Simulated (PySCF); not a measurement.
Bonds (- single, = double, # triple, : aromatic): C1-C2, C2:C3, C3:C4, C4:C5, C5:C6, C6-P7, P7=C8, C8=O9, C6:C10, C10:C2. C1 carries H11, H12, H13; C3 carries H14; C4 carries H15; C5 carries H16; C10 carries H17.

How the numbers were obtained: GFN2-xTB geometry, PBE0/pcSseg-1 with gauge-including orbitals, in PySCF 2.14.0 with density-fitted response routines (one averaged value for each set of equivalent atoms, gas phase, a single conformation, relativity neglected).

Chemical shifts δ = σref − σ; TMS for $^{13}$C (σ = 186.93 ppm), $^{1}$H (σ = 31.72 ppm); $^{31}$P (σ = 318.38 ppm) against H3PO4; $^{17}$O (σ = 336.08 ppm) vs H2O, all at this level.

| atoms | nucleus | count | Hirshfeld charge | δ (ppm) |
| --- | --- | --- | --- | --- |
| C1 | $^{13}$C | 1 | -0.11 | ? |
| C2 | $^{13}$C | 1 | 0.01 | ? |
| C5 | $^{13}$C | 1 | -0.06 | 136.1 |
| C4 | $^{13}$C | 1 | -0.04 | 135.0 |
| H16 | $^{1}$H | 1 | 0.04 | 7.52 |
| O9 | $^{17}$O | 1 | -0.12 | 478.6 |
| C10 | $^{13}$C | 1 | -0.06 | 140.6 |
| H11/H12/H13 | $^{1}$H | 3 | 0.05 | 2.49 |
| H14 | $^{1}$H | 1 | 0.05 | 7.36 |
| C6 | $^{13}$C | 1 | -0.05 | 129.4 |
| H15 | $^{1}$H | 1 | 0.05 | 7.48 |
| P7 | $^{31}$P | 1 | 0.02 | ? |
| H17 | $^{1}$H | 1 | 0.04 | 7.43 |
| C8 | $^{13}$C | 1 | 0.13 | ? |
| C3 | $^{13}$C | 1 | -0.05 | ? |

Q: Estimate the values marked ?.

A: 
- C8: 226.7 ppm, central carbon of a heterocumulene
- C2: 145.6 ppm, substituted aromatic carbon
- C3: 133.6 ppm, aromatic CH; the aromatic region
- C1: 24.1 ppm, methyl carbon on an aromatic ring; saturated and bonded to C and H only
- P7: -207.1 ppm, phosphorus bonded to 2 C

Shifts are as computed. Against solution values, carbons near 30 ppm lie about +3 ppm off and those near 130 ppm about +5 ppm. Of 1211 compounds with measured shifts, 218 miss one by over three times the rms of a fit or turn the order of signals round; such compounds aren't used in these exercises. Unscaled 17O shifts of doubly bonded oxygen tend to come out too high, by tens of ppm or more. Experimental scales use liquid or dissolved standards, which lie at an offset from isolated H2O (liquid H2O: subtract about 36 ppm) and H3PO4.
